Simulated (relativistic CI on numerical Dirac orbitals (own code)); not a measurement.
Radial Dirac CI calculation of K.

Command:

```sh
python run_levels.py task.json out
```

Input:

```
atom K  Z=19  charge=0  electrons=19
nucleus A=39  rms_radius_fm=3.4349
hamiltonian dirac-coulomb  breit=on  qed=on  c_scale=1
orbitals kli  potential=per-configuration
slater_scale 1
correlation none
mixing on
grid step=0.0125 r_max=149
scf mixing=0.4 start=green max_iterations=150 tolerance=2e-08 node_fill=0.05
configurations
  [Ar] 4s
end
```

Output:

```
SCF 1: [Ar] 4s
 iter      energy (Ha)   residual   last orbital (Ha)
    1      -601.125842   4.18e-01     -0.16060
    2      -601.426506   1.96e-01     -0.15398
    3      -601.514733   2.27e-02     -0.14943
    4      -601.517789   4.88e-03     -0.14810
    5      -601.518145   4.21e-04     -0.14688
    6      -601.518136   4.14e-04     -0.14676
    7      -601.518151   1.45e-05     -0.14676
    8      -601.518151   5.53e-07     -0.14675
    9      -601.518151   6.71e-07     -0.14675
   10      -601.518151   5.64e-09     -0.14675
orbital energies (Ha): 1s -129.4157  2s -13.1471  2p1/2 -10.5194  2p3/2 -10.4131  3s -1.3539  3p1/2 -0.7539  3p3/2 -0.7444  4s -0.1468
configuration averages (Ha): Dirac-Coulomb, Breit, QED
  4s                            -601.518151    0.159758    0.105247
levels: no., configuration, term, J, E (cm-1), weight
   1 4s                     2S   1/2              0.0  1.00
lowest total energy -601.253146 Ha
end: converged
```
